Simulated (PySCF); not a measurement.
## Vibration and rotation of SmCl

TPSS constants of SmCl, octet, about 6.0 electrons in the 4f shell (Mulliken), real f orbitals that mix terms (Sm x2c-SVPall, Cl x2c-SVPall; spin-free X2C with a Gaussian nucleus (PySCF 2.14); masses 151.9197 and 34.9689 u):

```
ωe                      : 302.6 cm⁻¹
ωexe                    : 0.799 cm⁻¹
Be                      : 0.090997 cm⁻¹
αe                      : 0.000345 cm⁻¹
D (centrifugal)         : 3.29e-08 cm⁻¹
De to Sm (4f6 6s2) + Cl : 4.88 eV
```

Give the vibrational terms G(v) and spacings up to v = 6.

G(v) = ωe(v+½) − ωexe(v+½)².

| v | G(v) (cm⁻¹) | G(v) − G(v−1) | Bv (cm⁻¹) |
| --- | --- | --- | --- |
| 0 | 151.1 |  | 0.09082 |
| 1 | 452.1 | 301.0 | 0.09048 |
| 2 | 751.5 | 299.4 | 0.09013 |
| 3 | 1049.3 | 297.8 | 0.08979 |
| 4 | 1345.5 | 296.2 | 0.08944 |
| 5 | 1640.1 | 294.6 | 0.08910 |
| 6 | 1933.1 | 293.0 | 0.08875 |

How well does the Morse estimate ωe²/(4ωexe) reproduce De, and what is D0?

It gives 3.55 eV, 73 % of the computed De. D0 = De − G(0) = 4.88 − 0.02 = 4.86 eV.

Spin–orbit coupling is left out, which matters for elements this heavy, above all for dissociation energies. The state is the lowest single determinant that the PBE0 search found; with open d or f shells the true ground state can be another one.
